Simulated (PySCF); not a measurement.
Species: ClH4SSi2 (doublet state).
Structure used (GFN2-xTB), in Å, numbered top down from 1:
```xyz
8
ClH4SSi2 angstrom
Si     1.9055   -0.0492    0.0709
S      0.1420    0.1739    1.2995
Si    -1.4667    0.1650   -0.1140
Cl    -1.4545    1.8218   -1.2553
H      3.0073    0.1109    1.0002
H      1.8363   -1.3400   -0.6012
H     -1.3072   -0.9885   -0.9856
H     -2.6537    0.1156    0.7163
```

The hyperfine couplings belong to this conformer and change with its torsions.

As a line formula: `[SiH2]S[SiH2]Cl` [radical].

Theory: UKS B3LYP, pcH-1 on Cl H S Si, non-relativistic, mean-field spin-orbit, GIAO in PySCF 2.14.0. Geometry: GFN2-xTB, one conformer, isolated molecule. The geometry wasn't refined by DFT: couplings that depend on bond lengths, twists or pyramidal angles can differ widely from those at the functional's own minimum, by a factor of two or more for some ions and for spin on atoms past the first row. The SCF solution wasn't tested for stability.

(1) What is the g tensor, term by term?

(2) What effective moment and Curie constant follow for a powder?

(3) How much does each term add to the isotropic shift?

(4) What are the electron Larmor frequencies g μB B/h along the three axes at 340 mT?

(5) In a frozen sample, at which fields do the three g values resonate at 9.5, 34, 94 and 263 GHz (hyperfine left aside), and which band first spreads them over more than twice a line width of 0.5 mT?

Results:

(1) 
```csv
Δg (ppt),1,2,3
relativistic mass correction,-0.15,-0.15,-0.15
gauge correction,0.00,0.05,0.05
orbital Zeeman/spin–orbit,0.31,3.48,8.43
total,0.16,3.38,8.33
```

So g = 2.00248, 2.00570, 2.01065 and g_iso = 2.00628; the tensor is rhombic: the two nearest values differ by 39 % of g3 − g1. 

(2) With the mean of g² = 4.0252 and S(S+1) = 0.75: μ_eff = √(⟨g²⟩S(S+1)) = 1.737 μB and χT = 0.12505·⟨g²⟩·S(S+1) = 0.378 cm³ K/mol (cgs; spin-Hamiltonian part alone).

(3) The orbital-Zeeman/spin–orbit term 4.07, the mass correction -0.15 and the gauge correction 0.03 ppt, for a total of 3.96 ppt. The orbital-Zeeman/spin–orbit term is the largest in size. The mass correction is the same along every axis, so the anisotropy comes from the other two: their spans along these axes are 0.05 (gauge) and 8.12 ppt (orbital Zeeman/spin–orbit).

(4) 9.5293, 9.5446, 9.5681 GHz for g1, g2 and g3, a range of 38.9 MHz.

(5) 
```json
{"band": "X", "GHz": "9.5", "B(g3) mT": "337.58", "B(g2) mT": "338.41", "B(g1) mT": "338.96", "spread mT": "1.38"}
{"band": "Q", "GHz": "34.0", "B(g3) mT": "1208.18", "B(g2) mT": "1211.16", "B(g1) mT": "1213.11", "spread mT": "4.93"}
{"band": "W", "GHz": "94.0", "B(g3) mT": "3340.26", "B(g2) mT": "3348.50", "B(g1) mT": "3353.88", "spread mT": "13.62"}
{"band": "J", "GHz": "263.0", "B(g3) mT": "9345.63", "B(g2) mT": "9368.67", "B(g1) mT": "9383.74", "spread mT": "38.10"}
```

The spread grows in proportion to the frequency. X band is the first where it exceeds 1.0 mT.

The Mulliken spin populations are largest on Si1 (+0.85) and S2 (+0.10). Si1 is the only atom above +0.15. The angles at Si1 add up to 327.9°, so it is pyramidal.

The HOMO–LUMO gaps are 5.56 eV among the α and 4.47 eV among the β orbitals.

On Arm Neoverse V1, one thread, shared host with 32 logical CPUs at a one-minute load of 28, this took 31 s of wall time (with the writing of density and orbital grids) and 0.64 GiB of memory at its peak.
